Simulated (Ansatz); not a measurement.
SbH2(vinyl) (C2H5Sb), relaxed as a singlet with RKS r2SCAN-D4/def2-TZVP in Ansatz, starting from the GFN2-xTB geometry. Force threshold 0.02 eV/Å.

In the def2 sets Sb takes a core potential; there is no spin–orbit coupling.

Start:

Cartesian coordinates in Å:
```
Sb 0.4837 -0.0510 1.6767
H 2.1142 0.2130 1.2728
H 0.3348 1.6242 1.9190
C -0.0834 0.1478 -0.3760
C -0.8244 -0.7325 -1.0173
H 0.2719 1.0353 -0.8813
H -1.1967 -1.6254 -0.5388
H -1.0999 -0.6115 -2.0551
```

(1) Estimate the energy that the relaxation releases and the steps that it takes.

(2) Does the start keep its bonding and symmetry?

(3) Predict the relaxed structure.

Answers

(1) 2.3 kJ/mol, in 10 steps; 31 s on 4 threads of Intel Xeon on a shared host. The force fell under the threshold at step 5, but the optimiser went on. No frequencies were taken in this run, so the end may be a saddle point.

(2) By distances, no bond broke or formed. The bond that changes most is Sb1–H3, from 1.70 to 1.71 Å (atoms count from 1).

(3) 
| atom | x (Å) | y (Å) | z (Å) |
| --- | --- | --- | --- |
| Sb1 | 0.528 | -0.072 | 1.634 |
| H2 | 2.177 | 0.280 | 1.326 |
| H3 | 0.249 | 1.577 | 2.005 |
| C4 | -0.047 | 0.149 | -0.421 |
| C5 | -0.849 | -0.727 | -1.016 |
| H6 | 0.334 | 1.003 | -0.976 |
| H7 | -1.250 | -1.593 | -0.495 |
| H8 | -1.142 | -0.617 | -2.057 |
Bond lengths: 1 × C–C 1.33 Å; 1 × C–Sb 2.14 Å; 3 × C–H 1.09 Å; 2 × H–Sb 1.71 Å.
